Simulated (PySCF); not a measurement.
Gas-phase reaction: GeBr2 + 2 F ⇌ GeF2 + Br2

Computed with PySCF and rigid-rotor harmonic-oscillator thermochemistry at 1 bar. † marks an energy on the PBE0/def2-TZVP geometry and frequencies; other levels use their own. MP2 freezes the core. 6-31G* has spherical d functions here. Open shells (unrestricted): F (multiplicity 2, electronic degeneracy 6); the rest are closed-shell singlets. Spin-orbit splitting is ignored; it lowers the true energy and changes the entropy of F. B3LYP is the form with VWN-RPA correlation. Br, Ge: all electrons, no relativistic terms. MP2 isn't extrapolated to the basis-set limit; its ΔH°(298 K) is -551.1 kJ in def2-SVP and -601.7 kJ in def2-TZVPP. The harmonic model lacks anharmonicity and excited electronic states, which grow with temperature; levels with a mode under 35 cm⁻¹ are left out. Soft modes under 120 cm⁻¹ make the harmonic entropy rough for GeBr2.

```json
[
 {"level": "B3LYP/6-31G*", "ΔE electronic, kJ": "-564", "ΔH°(298 K), kJ": "-562", "ΔS°(298 K), J/K": "-124", "ΔG°(2000 K), kJ": "-297"},
 {"level": "BLYP/def2-TZVP†", "ΔE electronic, kJ": "-611", "ΔH°(298 K), kJ": "-608", "ΔS°(298 K), J/K": "-124", "ΔG°(2000 K), kJ": "-344"},
 {"level": "HF/def2-TZVP†", "ΔE electronic, kJ": "-313", "ΔH°(298 K), kJ": "-311", "ΔS°(298 K), J/K": "-124", "ΔG°(2000 K), kJ": "-46"},
 {"level": "MP2/def2-TZVPP†", "ΔE electronic, kJ": "-604", "ΔH°(298 K), kJ": "-602", "ΔS°(298 K), J/K": "-124", "ΔG°(2000 K), kJ": "-337"},
 {"level": "PBE/def2-TZVP†", "ΔE electronic, kJ": "-615", "ΔH°(298 K), kJ": "-613", "ΔS°(298 K), J/K": "-124", "ΔG°(2000 K), kJ": "-348"},
 {"level": "PBE0/def2-QZVP†", "ΔE electronic, kJ": "-565", "ΔH°(298 K), kJ": "-562", "ΔS°(298 K), J/K": "-124", "ΔG°(2000 K), kJ": "-298"},
 {"level": "r2SCAN/def2-TZVP†", "ΔE electronic, kJ": "-571", "ΔH°(298 K), kJ": "-568", "ΔS°(298 K), J/K": "-124", "ΔG°(2000 K), kJ": "-304"},
 {"level": "LDA/def2-TZVP†", "ΔE electronic, kJ": "-736", "ΔH°(298 K), kJ": "-733", "ΔS°(298 K), J/K": "-124", "ΔG°(2000 K), kJ": "-469"}
]
```
ΔH° is lowest at LDA/def2-TZVP† and highest at HF/def2-TZVP†. No reference value is set beside these.
